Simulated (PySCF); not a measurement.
**Question.** Give a GFN2-xTB geometry of InChI=1S/C9H12O/c1-2-8-10-9-6-4-3-5-7-9/h3-7H,2,8H2,1H3.

**Answer.** 
```xyz
22
C9H12O angstrom
C      3.758   -0.340   -0.940
C      2.707    0.045    0.091
C      1.297   -0.123   -0.467
O      0.381    0.251    0.541
C     -0.953    0.184    0.275
C     -1.800    0.569    1.316
C     -3.168    0.538    1.150
C     -3.719    0.126   -0.054
C     -2.883   -0.255   -1.086
C     -1.506   -0.230   -0.932
H      3.637   -1.379   -1.242
H      4.756   -0.218   -0.528
H      3.673    0.285   -1.827
H      2.806   -0.577    0.981
H      2.840    1.085    0.394
H      1.167    0.513   -1.355
H      1.135   -1.170   -0.761
H     -1.356    0.887    2.247
H     -3.812    0.838    1.964
H     -4.790    0.103   -0.184
H     -3.299   -0.579   -2.029
H     -0.879   -0.533   -1.756
```

Any rigid rotation of these coordinates is as good. Atoms count from 1 in this order. The 2 C–O bonds span 1.361 Å (O4–C5, drawn single) to 1.412 Å (C3–O4, drawn single), a spread of 0.051 Å. Of the pairs four or more bonds apart, C3···H22 is among the closest relative to their van der Waals radii: 2.56 Å, 88 % of the sum of Bondi's values. The 10 heavy atoms lie in one plane (0.000 Å rms). The C–C distances run from 1.379 Å (C6–C7, aromatic) to 1.525 Å (C2–C3, drawn single), a spread of 0.146 Å.

Bonds between heavy atoms (Å): C1–C2 1.523, C2–C3 1.525, C3–O4 1.412, O4–C5 1.361, C5–C6 1.396, C6–C7 1.379, C7–C8 1.387, C8–C9 1.382, C9–C10 1.386, C5–C10 1.391.

Structure optimised with GFN2-xTB, isolated species.

Point group: Cs (tolerance 0.08 Å). No GFN2-xTB frequencies stand behind this structure, so it isn't proved a minimum. The numbers are those of one conformer (C1–C2–C3–O4 180°, C2–C3–O4–C5 180°, C3–O4–C5–C6 180°).

All values are computed, not measured.
